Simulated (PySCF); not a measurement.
C$_{2}$H$_{7}$Al, charge +1, doublet, geometry from GFN2-xTB (such geometries of metal compounds can be far from the true shape) (a state made from the parent by changing its charge; the spin is typed, not shown lowest); PySCF with CASSCF(7,6)/6-31G.

The PySCF input:
```python
from pyscf import gto, scf, mcscf
import numpy

mol = gto.Mole()
mol.atom = '''
    Al    0.215750   -0.058623   -0.174075
    C    -0.491612   -1.822315    0.463566
    H     0.095499   -2.581909   -0.080292
    H    -1.557255   -1.946942    0.232044
    H    -0.342761   -1.950567    1.543594
    C     0.062029    1.939041   -0.116963
    H     0.903838    2.310370   -0.726008
    H     0.147880    2.329896    0.905089
    H    -0.884248    2.283969   -0.553600
    H     1.409788   -0.383066   -1.137467
'''
mol.basis = '6-31g'
mol.charge = 1
mol.spin = 1
mol.verbose = 4
mol.build()

mf = scf.ROHF(mol)
mf.kernel()
mc = mcscf.CASSCF(mf, 6, 7)
mc.fix_spin_(ss=0.75)
mc.kernel()
occ = numpy.linalg.eigvalsh(mc.fcisolver.make_rdm1(mc.ci, mc.ncas, mc.nelecas))[::-1]
ss = mc.fcisolver.spin_square(mc.ci, mc.ncas, mc.nelecas)[0]
print('natural occupations', occ.round(4), ' <S^2>', round(ss, 4))
```

It wrote (shortened):

```
PySCF version 2.14.0

[INPUT] verbose = 4
[INPUT] num. atoms = 10
[INPUT] num. electrons = 31
[INPUT] charge = 1
[INPUT] spin (= nelec alpha-beta = 2S) = 1
[INPUT] symmetry False subgroup None
[INPUT] Mole.unit = angstrom
[INPUT] Symbol           X                Y                Z      unit          X                Y                Z       unit  Magmom
[...]
nuclear repulsion = 94.1526221931912
number of shells = 31
number of NR pGTOs = 118
number of NR cGTOs = 45
basis = 6-31g
ecp = {}

******** <class 'pyscf.scf.rohf.ROHF'> ********
method = ROHF
initial guess = minao
damping factor = 0
level_shift factor = 0
DIIS = <class 'pyscf.scf.diis.CDIIS'>
diis_start_cycle = 1
diis_space = 8
diis_damp = 0
SCF conv_tol = 1e-09
SCF conv_tol_grad = None
SCF max_cycles = 50
direct_scf = True
direct_scf_tol = 1e-13
num. doubly occ = 15  num. singly occ = 1
Set gradient conv threshold to 3.16228e-05
init E= -321.523045559387
[...]
cycle= 1 E= -321.254828015356  delta_E= 0.268  |g|= 0.266  |ddm|= 1.63
[...]
cycle= 2 E= -321.298002966203  delta_E= -0.0432  |g|= 0.0735  |ddm|= 0.439
[...]
cycle= 3 E= -321.303621571495  delta_E= -0.00562  |g|= 0.0284  |ddm|= 0.118
[...]
cycle= 4 E= -321.305663733981  delta_E= -0.00204  |g|= 0.0207  |ddm|= 0.0686
[...]
cycle= 5 E= -321.306942253432  delta_E= -0.00128  |g|= 0.0113  |ddm|= 0.0645
[...]
cycle= 6 E= -321.307473726014  delta_E= -0.000531  |g|= 0.00414  |ddm|= 0.0717
[...]
cycle= 7 E= -321.307483354313  delta_E= -9.63e-06  |g|= 0.00127  |ddm|= 0.00604
[...]
cycle= 8 E= -321.307484482991  delta_E= -1.13e-06  |g|= 0.000353  |ddm|= 0.00331
[...]
cycle= 9 E= -321.307484812764  delta_E= -3.3e-07  |g|= 9.91e-05  |ddm|= 0.00183
[...]
cycle= 10 E= -321.307484826388  delta_E= -1.36e-08  |g|= 9.5e-06  |ddm|= 0.000323
[...]
cycle= 11 E= -321.307484826447  delta_E= -5.89e-11  |g|= 3.44e-06  |ddm|= 2.33e-05
[...]
Extra cycle  E= -321.307484826454  delta_E= -7.5e-12  |g|= 2.89e-06  |ddm|= 7.73e-06
converged SCF energy = -321.307484826454

******** <class 'pyscf.mcscf.mc1step.CASSCF'> ********
CAS (4e+3e, 6o), ncore = 12, nvir = 27
max_cycle_macro = 50
max_cycle_micro = 4
conv_tol = 1e-07
conv_tol_grad = None
orbital rotation max_stepsize = 0.02
orbital rotation threshold for CI restart = 0.01
augmented hessian ah_max_cycle = 30
augmented hessian ah_conv_tol = 1e-12
augmented hessian ah_linear dependence = 1e-14
augmented hessian ah_level shift = 1e-08
augmented hessian ah_start_tol = 2.5
augmented hessian ah_start_cycle = 3
augmented hessian ah_grad_trust_region = 3
kf_trust_region = 3
kf_interval = 4
ci_response_space = 4
ci_grad_trust_region = 3
with_dep4 0
natorb = False
canonicalization = True
sorting_mo_energy = False
ao2mo_level = 2
internal_rotation = False
******** <class 'pyscf.fci.addons.SpinPenaltyFCISolver'> ********
max. cycles = 50
conv_tol = 1e-08
davidson only = True
linear dependence = 1e-12
level shift = 0.001
max iter space = 12
nroots = 1
pspace_size = 400
spin = None
CASCI E = -321.310780983080  S^2 = 0.7500000
Set conv_tol_grad to 0.000316228
macro iter   1 ( 21 JK    4 micro), CASSCF E = -321.320090503499  dE = -9.30952042e-03  S^2 = 0.7500000
               |grad[o]|=0.0112  |grad[c]|=0.0163  |ddm|=0.032  |maxRot[o]|=0.307
macro iter   2 ( 21 JK    4 micro), CASSCF E = -321.324624394069  dE = -4.53389057e-03  S^2 = 0.7500000
               |grad[o]|=0.0196  |grad[c]|=0.0111  |ddm|=0.0105  |maxRot[o]|=0.226
macro iter   3 ( 21 JK    4 micro), CASSCF E = -321.326082195115  dE = -1.45780105e-03  S^2 = 0.7500000
               |grad[o]|=0.0105  |grad[c]|=0.00879  |ddm|=0.00783  |maxRot[o]|=0.112
macro iter   4 ( 21 JK    4 micro), CASSCF E = -321.327993196342  dE = -1.91100123e-03  S^2 = 0.7500000
               |grad[o]|=0.00691  |grad[c]|=0.00905  |ddm|=0.0158  |maxRot[o]|=0.149
macro iter   5 ( 21 JK    4 micro), CASSCF E = -321.331481150443  dE = -3.48795410e-03  S^2 = 0.7500000
               |grad[o]|=0.00977  |grad[c]|=0.00625  |ddm|=0.0119  |maxRot[o]|=0.158
[...]
               |grad[o]|=0.000936  |grad[c]|=0.00235  |ddm|=0.00635  |maxRot[o]|=0.0546
macro iter  33 ( 14 JK    4 micro), CASSCF E = -321.347470188379  dE =  3.08166948e-05  S^2 = 0.7500000
               |grad[o]|=0.00115  |grad[c]|=0.00431  |ddm|=0.00962  |maxRot[o]|=0.0703
macro iter  34 ( 21 JK    4 micro), CASSCF E = -321.347467923902  dE =  2.26447679e-06  S^2 = 0.7500000
               |grad[o]|=0.000599  |grad[c]|=0.000664  |ddm|=0.00102  |maxRot[o]|=0.0119
macro iter  35 ( 25 JK    4 micro), CASSCF E = -321.347480525046  dE = -1.26011445e-05  S^2 = 0.7500000
               |grad[o]|=0.00044  |grad[c]|=0.000234  |ddm|=0.000343  |maxRot[o]|=0.0169
macro iter  36 ( 21 JK    4 micro), CASSCF E = -321.347480423405  dE =  1.01641717e-07  S^2 = 0.7500000
               |grad[o]|=0.000333  |grad[c]|=0.000713  |ddm|=0.000972  |maxRot[o]|=0.0254
macro iter  37 ( 25 JK    4 micro), CASSCF E = -321.347494695912  dE = -1.42725079e-05  S^2 = 0.7500000
               |grad[o]|=0.000367  |grad[c]|=0.000514  |ddm|=0.000626  |maxRot[o]|=0.0322
macro iter  38 ( 21 JK    4 micro), CASSCF E = -321.347495087697  dE = -3.91784909e-07  S^2 = 0.7500000
               |grad[o]|=0.000354  |grad[c]|=0.000685  |ddm|=0.00183  |maxRot[o]|=0.0311
macro iter  39 (  7 JK    2 micro), CASSCF E = -321.347508367641  dE = -1.32799433e-05  S^2 = 0.7500000
               |grad[o]|=0.000456  |grad[c]|=0.00141  |ddm|=0.00159  |maxRot[o]|=0.0377
macro iter  40 ( 12 JK    3 micro), CASSCF E = -321.347489915897  dE =  1.84517434e-05  S^2 = 0.7500000
               |grad[o]|=0.000476  |grad[c]|=0.0018  |ddm|=0.00273  |maxRot[o]|=0.0376
macro iter  41 ( 21 JK    4 micro), CASSCF E = -321.347505909015  dE = -1.59931174e-05  S^2 = 0.7500000
               |grad[o]|=0.000739  |grad[c]|=0.00267  |ddm|=0.00125  |maxRot[o]|=0.066
macro iter  42 ( 21 JK    4 micro), CASSCF E = -321.347509058034  dE = -3.14901973e-06  S^2 = 0.7500000
               |grad[o]|=0.000759  |grad[c]|=0.000933  |ddm|=0.00165  |maxRot[o]|=0.0444
macro iter  43 ( 21 JK    4 micro), CASSCF E = -321.347500134189  dE =  8.92384583e-06  S^2 = 0.7500000
               |grad[o]|=0.000703  |grad[c]|=0.00123  |ddm|=0.00318  |maxRot[o]|=0.0308
macro iter  44 ( 21 JK    4 micro), CASSCF E = -321.347509693929  dE = -9.55974053e-06  S^2 = 0.7500000
               |grad[o]|=0.00128  |grad[c]|=0.000889  |ddm|=0.000854  |maxRot[o]|=0.0563
macro iter  45 ( 21 JK    4 micro), CASSCF E = -321.347506687494  dE =  3.00643507e-06  S^2 = 0.7500000
               |grad[o]|=0.000863  |grad[c]|=0.00163  |ddm|=0.00184  |maxRot[o]|=0.0596
macro iter  46 ( 25 JK    4 micro), CASSCF E = -321.347511256552  dE = -4.56905826e-06  S^2 = 0.7500000
               |grad[o]|=0.000454  |grad[c]|=0.000855  |ddm|=0.000336  |maxRot[o]|=0.0544
macro iter  47 ( 12 JK    3 micro), CASSCF E = -321.347512688180  dE = -1.43162720e-06  S^2 = 0.7500000
               |grad[o]|=0.000289  |grad[c]|=0.00159  |ddm|=0.000723  |maxRot[o]|=0.0534
macro iter  48 ( 21 JK    4 micro), CASSCF E = -321.347511280786  dE =  1.40739400e-06  S^2 = 0.7500000
               |grad[o]|=0.0004  |grad[c]|=0.0015  |ddm|=0.000482  |maxRot[o]|=0.038
macro iter  49 ( 21 JK    4 micro), CASSCF E = -321.347511232988  dE =  4.77976982e-08  S^2 = 0.7500000
               |grad[o]|=0.000681  |grad[c]|=0.000285  |ddm|=0.000571  |maxRot[o]|=0.00708
macro iter  50 ( 13 JK    2 micro), CASSCF E = -321.347513244013  dE = -2.01102557e-06  S^2 = 0.7500000
               |grad[o]|=0.000169  |grad[c]|=0.000141  |ddm|=9.34e-05  |maxRot[o]|=0.0109
1-step CASSCF not converged,  50 macro (945 JK 186 micro) steps
CASSCF canonicalization
Density matrix diagonal elements [1.97911084 1.9111506  1.79980458 1.22318614 0.01953874 0.06720911]
CASSCF energy = -321.347513244013
CASCI E = -321.347513244013  E(CI) = -13.3436937256863  S^2 = 0.7500000
natural occupations [1.9987 1.981  1.9564 1.0016 0.0432 0.019 ]  <S^2> 0.75
```

Convergence was not reached.
